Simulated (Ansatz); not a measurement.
Ansatz (a program for electronic structure) input for Si(H)(vinyl)(NH2)2 (C2H8N2Si), SMILES C=C[SiH](N)N, r2SCAN-D4/def2-SVP. 

Ansatz 0.2 input:
```yaml
crystal:
  periodic: [false, false, false]
  atoms:
    - {symbol: Si, position_ang: [0.37753803, 0.33707570, -0.36581268]}
    - {symbol: N, position_ang: [1.20478060, -0.90270148, -1.23326674]}
    - {symbol: N, position_ang: [1.17285183, 0.74511755, 1.12059285]}
    - {symbol: C, position_ang: [-1.38924703, -0.30873425, -0.18251034]}
    - {symbol: C, position_ang: [-2.12360784, -0.19781787, 0.91225009]}
    - {symbol: H, position_ang: [0.44077715, 1.56130092, -1.16598873]}
    - {symbol: H, position_ang: [1.01010631, -1.86859554, -1.02728118]}
    - {symbol: H, position_ang: [2.18708148, -0.78134689, -1.41429498]}
    - {symbol: H, position_ang: [1.33737614, 0.01490467, 1.79639418]}
    - {symbol: H, position_ang: [0.88288022, 1.58199086, 1.59960760]}
    - {symbol: H, position_ang: [-1.83227986, -0.79222002, -1.04447966]}
    - {symbol: H, position_ang: [-3.13587356, -0.56908987, 0.98387846]}
    - {symbol: H, position_ang: [-1.74189796, 0.27639648, 1.80382074]}
basis:
  gaussian:
    orbitals: def2-SVP
hamiltonian:
  xc: r2scan
  dispersion: d4
relax: {f_tol: 0.002, max_steps: 200}
```

Program output:

```
WARN ansatz: RAYON_NUM_THREADS=1 ignored (pool sized by the plan → 1); use --threads N
Functional definition: r2SCAN
integrals: 0.06 GiB planned
1320 factors; their error is unknown
mean field: 0.35 GiB planned
mean field evaluation 1: about -13037.5979 eV, gradient 8.4e1 eV
mean field evaluation 2: about -13021.1359 eV, gradient 1.2e2 eV
mean field evaluation 4: about -13052.7284 eV, gradient 6.0e0 eV
mean field evaluation 8: about -13052.8221 eV, gradient 1.4e-1 eV
mean field evaluation 16: about -13052.7428 eV, gradient 4.1e-4 eV
mean field -13052.74283790 eV, -479.6794518260 hartree, gradient 1.3e-5 eV, S^2 0.000000; 0 other end points of the search recorded, 0 dependent functions left out
the calculation of the forces begins
reference -13052.74284871 eV, -479.6794522233 hartree; 24, 24 occupied and 90, 90 virtual orbitals, 1320 factors
relax step   1: F+E_penalty+E_count = -13052.81281905 eV  Δ(F+E_penalty+E_count) = +0.000e0 eV  max|allowed force component| = 1.064e0 eV/Å  Δτ_max = 0.0000 Å  (29 SCF iters, accepted)
these checks for a lower state are left out or cut short: starts, cluster_reference, orbital_swaps, neighbouring_geometries, increment
integrals: 0.06 GiB planned
1320 factors; their error is unknown
mean field: 0.35 GiB planned
mean field -13052.80946127 eV, -479.6819001897 hartree, gradient 1.1e-5 eV, S^2 0.000000; 0 other end points of the search recorded, 0 dependent functions left out
the calculation of the forces begins
reference -13052.80947213 eV, -479.6819005889 hartree; 24, 24 occupied and 90, 90 virtual orbitals, 1320 factors
[...]
these checks for a lower state are left out or cut short: starts, cluster_reference, orbital_swaps, neighbouring_geometries, increment
integrals: 0.06 GiB planned
1320 factors; their error is unknown
mean field: 0.35 GiB planned
mean field -13052.80795870 eV, -479.6818449713 hartree, gradient 2.0e-5 eV, S^2 0.000000; 0 other end points of the search recorded, 0 dependent functions left out
the calculation of the forces begins
reference -13052.80796960 eV, -479.6818453716 hartree; 24, 24 occupied and 90, 90 virtual orbitals, 1320 factors
relax step   5: F+E_penalty+E_count = -13052.87810552 eV  Δ(F+E_penalty+E_count) = +7.800e-3 eV  max|allowed force component| = 1.486e-1 eV/Å  Δτ_max = 0.2000 Å  (28 SCF iters, rejected (line search))
these checks for a lower state are left out or cut short: starts, cluster_reference, orbital_swaps, neighbouring_geometries, increment
integrals: 0.06 GiB planned
1320 factors; their error is unknown
mean field: 0.35 GiB planned
mean field -13052.81021118 eV, -479.6819277485 hartree, gradient 1.8e-5 eV, S^2 0.000000; 0 other end points of the search recorded, 0 dependent functions left out
the calculation of the forces begins
reference -13052.81022208 eV, -479.6819281487 hartree; 24, 24 occupied and 90, 90 virtual orbitals, 1320 factors
relax step   6: F+E_penalty+E_count = -13052.88067856 eV  Δ(F+E_penalty+E_count) = +5.227e-3 eV  max|allowed force component| = 2.919e-1 eV/Å  Δτ_max = 0.1000 Å  (29 SCF iters, rejected (line search))
these checks for a lower state are left out or cut short: starts, cluster_reference, orbital_swaps, neighbouring_geometries, increment
integrals: 0.06 GiB planned
1320 factors; their error is unknown
mean field: 0.35 GiB planned
mean field -13052.82499914 eV, -479.6824711957 hartree, gradient 1.1e-5 eV, S^2 0.000000; 0 other end points of the search recorded, 0 dependent functions left out
the calculation of the forces begins
reference -13052.82501002 eV, -479.6824715956 hartree; 24, 24 occupied and 90, 90 virtual orbitals, 1320 factors
relax step   7: F+E_penalty+E_count = -13052.89524326 eV  Δ(F+E_penalty+E_count) = -9.338e-3 eV  max|allowed force component| = 6.236e-2 eV/Å  Δτ_max = 0.0500 Å  (30 SCF iters, accepted)
these checks for a lower state are left out or cut short: starts, cluster_reference, orbital_swaps, neighbouring_geometries, increment
integrals: 0.06 GiB planned
1320 factors; their error is unknown
mean field: 0.35 GiB planned
mean field evaluation 64: about -13052.8205 eV, gradient 2.7e-1 eV
mean field -13052.82067907 eV, -479.6823124363 hartree, gradient 1.3e-5 eV, S^2 0.000000; 0 other end points of the search recorded, 0 dependent functions left out
the calculation of the forces begins
reference -13052.82068997 eV, -479.6823128368 hartree; 24, 24 occupied and 90, 90 virtual orbitals, 1320 factors
relax step   8: F+E_penalty+E_count = -13052.89096304 eV  Δ(F+E_penalty+E_count) = +4.280e-3 eV  max|allowed force component| = 1.701e-1 eV/Å  Δτ_max = 0.1000 Å  (29 SCF iters, rejected (line search))
these checks for a lower state are left out or cut short: starts, cluster_reference, orbital_swaps, neighbouring_geometries, increment
integrals: 0.06 GiB planned
1320 factors; their error is unknown
mean field: 0.35 GiB planned
mean field -13052.82740874 eV, -479.6825597470 hartree, gradient 1.1e-5 eV, S^2 0.000000; 0 other end points of the search recorded, 0 dependent functions left out
the calculation of the forces begins
reference -13052.82741965 eV, -479.6825601478 hartree; 24, 24 occupied and 90, 90 virtual orbitals, 1320 factors
relax step   9: F+E_penalty+E_count = -13052.89765857 eV  Δ(F+E_penalty+E_count) = -2.415e-3 eV  max|allowed force component| = 3.426e-2 eV/Å  Δτ_max = 0.0500 Å  (30 SCF iters, accepted)
these checks for a lower state are left out or cut short: starts, cluster_reference, orbital_swaps, neighbouring_geometries, increment
integrals: 0.06 GiB planned
1320 factors; their error is unknown
mean field: 0.35 GiB planned
mean field -13052.82758179 eV, -479.6825661067 hartree, gradient 1.1e-5 eV, S^2 0.000000; 0 other end points of the search recorded, 0 dependent functions left out
the calculation of the forces begins
reference -13052.82759272 eV, -479.6825665082 hartree; 24, 24 occupied and 90, 90 virtual orbitals, 1320 factors
relax step  10: F+E_penalty+E_count = -13052.89781947 eV  Δ(F+E_penalty+E_count) = -1.609e-4 eV  max|allowed force component| = 2.099e-2 eV/Å  Δτ_max = 0.0500 Å  (31 SCF iters, accepted)
these checks for a lower state are left out or cut short: starts, cluster_reference, orbital_swaps, neighbouring_geometries, increment
integrals: 0.06 GiB planned
1320 factors; their error is unknown
mean field: 0.35 GiB planned
mean field -13052.82772126 eV, -479.6825712321 hartree, gradient 1.1e-5 eV, S^2 0.000000; 0 other end points of the search recorded, 0 dependent functions left out
the calculation of the forces begins
reference -13052.82773218 eV, -479.6825716333 hartree; 24, 24 occupied and 90, 90 virtual orbitals, 1320 factors
relax step  11: F+E_penalty+E_count = -13052.89797098 eV  Δ(F+E_penalty+E_count) = -1.515e-4 eV  max|allowed force component| = 7.671e-3 eV/Å  Δτ_max = 0.0193 Å  (31 SCF iters, accepted)
these checks for a lower state are left out or cut short: starts, cluster_reference, orbital_swaps, neighbouring_geometries, increment
integrals: 0.06 GiB planned
1320 factors; their error is unknown
mean field: 0.35 GiB planned
mean field -13052.82772691 eV, -479.6825714394 hartree, gradient 1.4e-5 eV, S^2 0.000000; 0 other end points of the search recorded, 0 dependent functions left out
the calculation of the forces begins
reference -13052.82773783 eV, -479.6825718407 hartree; 24, 24 occupied and 90, 90 virtual orbitals, 1320 factors
relax step  12: F+E_penalty+E_count = -13052.89797811 eV  Δ(F+E_penalty+E_count) = -7.135e-6 eV  max|allowed force component| = 5.241e-3 eV/Å  Δτ_max = 0.0020 Å  (23 SCF iters, accepted)
these checks for a lower state are left out or cut short: starts, cluster_reference, orbital_swaps, neighbouring_geometries, increment
integrals: 0.06 GiB planned
1320 factors; their error is unknown
mean field: 0.35 GiB planned
mean field evaluation 96: about -13052.9045 eV, gradient 2.8e-1 eV
mean field -13052.82773100 eV, -479.6825715898 hartree, gradient 1.0e-5 eV, S^2 0.000000; 0 other end points of the search recorded, 0 dependent functions left out
the calculation of the forces begins
reference -13052.82774192 eV, -479.6825719912 hartree; 24, 24 occupied and 90, 90 virtual orbitals, 1320 factors
relax step  13: F+E_penalty+E_count = -13052.89798283 eV  Δ(F+E_penalty+E_count) = -4.718e-6 eV  max|allowed force component| = 4.529e-3 eV/Å  Δτ_max = 0.0023 Å  (23 SCF iters, accepted)
these checks for a lower state are left out or cut short: starts, cluster_reference, orbital_swaps, neighbouring_geometries, increment
integrals: 0.06 GiB planned
1320 factors; their error is unknown
mean field: 0.35 GiB planned
mean field -13052.82773184 eV, -479.6825716207 hartree, gradient 1.4e-5 eV, S^2 0.000000; 0 other end points of the search recorded, 0 dependent functions left out
the calculation of the forces begins
reference -13052.82774276 eV, -479.6825720220 hartree; 24, 24 occupied and 90, 90 virtual orbitals, 1320 factors
relax step  14: F+E_penalty+E_count = -13052.89798432 eV  Δ(F+E_penalty+E_count) = -1.485e-6 eV  max|allowed force component| = 2.680e-3 eV/Å  Δτ_max = 0.0009 Å  (22 SCF iters, accepted)
these checks for a lower state are left out or cut short: starts, cluster_reference, orbital_swaps, neighbouring_geometries, increment
integrals: 0.06 GiB planned
1320 factors; their error is unknown
mean field: 0.35 GiB planned
mean field -13052.82773208 eV, -479.6825716295 hartree, gradient 6.4e-5 eV, S^2 0.000000; 0 other end points of the search recorded, 0 dependent functions left out
the calculation of the forces begins
reference -13052.82774300 eV, -479.6825720309 hartree; 24, 24 occupied and 90, 90 virtual orbitals, 1320 factors
relax step  15: F+E_penalty+E_count = -13052.89798506 eV  Δ(F+E_penalty+E_count) = -7.387e-7 eV  max|allowed force component| = 2.011e-3 eV/Å  Δτ_max = 0.0004 Å  (19 SCF iters, accepted)
these checks for a lower state are left out or cut short: starts, cluster_reference, orbital_swaps, neighbouring_geometries, increment
integrals: 0.06 GiB planned
1320 factors; their error is unknown
mean field: 0.35 GiB planned
mean field -13052.82773224 eV, -479.6825716355 hartree, gradient 1.2e-5 eV, S^2 0.000000; 0 other end points of the search recorded, 0 dependent functions left out
the calculation of the forces begins
reference -13052.82774316 eV, -479.6825720368 hartree; 24, 24 occupied and 90, 90 virtual orbitals, 1320 factors
relax step  16: F+E_penalty+E_count = -13052.89798579 eV  Δ(F+E_penalty+E_count) = -7.307e-7 eV  max|allowed force component| = 1.365e-3 eV/Å  Δτ_max = 0.0005 Å  (22 SCF iters, accepted)
integrals: 0.06 GiB planned
1320 factors; their error is unknown
mean field: 0.35 GiB planned
mean field evaluation 128: about -13052.9074 eV, gradient 3.3e-2 eV
mean field -13052.82773224 eV, -479.6825716355 hartree, gradient 1.2e-5 eV, S^2 0.000000; 1 other end points of the search recorded, 0 dependent functions left out
the calculation of the forces begins
reference -13052.82774316 eV, -479.6825720368 hartree; 24, 24 occupied and 90, 90 virtual orbitals, 1320 factors
Total energy: -13052.89799671 eV, -479.6851538069 hartree
Atom 0 at     0.380831     0.331776    -0.373174 Å, force    -0.000053     0.000413    -0.001365 eV/Å
Atom 1 at     1.230267    -0.921986    -1.203955 Å, force    -0.000167     0.001145     0.001071 eV/Å
Atom 2 at     1.076656     0.763118     1.154341 Å, force     0.000379    -0.000104    -0.000156 eV/Å
Atom 3 at    -1.379730    -0.301302    -0.229595 Å, force    -0.000054     0.000419     0.000097 eV/Å
Atom 4 at    -2.064915    -0.256813     0.923735 Å, force    -0.000366    -0.000486    -0.000646 eV/Å
Atom 5 at     0.428932     1.611560    -1.146331 Å, force    -0.000140    -0.000832     0.000483 eV/Å
Atom 6 at     0.897946    -1.879189    -1.162077 Å, force    -0.000119    -0.000390    -0.000076 eV/Å
Atom 7 at     2.236053    -0.885048    -1.334419 Å, force     0.000098    -0.000257    -0.000158 eV/Å
Atom 8 at     1.148950     0.099679     1.919547 Å, force     0.000187     0.000219     0.000000 eV/Å
Atom 9 at     1.025977     1.717028     1.496403 Å, force    -0.000135    -0.000273     0.000297 eV/Å
Atom 10 at    -1.886915    -0.718838    -1.113094 Å, force     0.000010    -0.000192    -0.000086 eV/Å
Atom 11 at    -3.096190    -0.619788     1.018560 Å, force     0.000074     0.000110    -0.000021 eV/Å
Atom 12 at    -1.607375     0.156084     1.832970 Å, force     0.000288     0.000228     0.000559 eV/Å
Dipole moment:     0.093410    -0.193908     0.272101 e Å
```

The run converged.
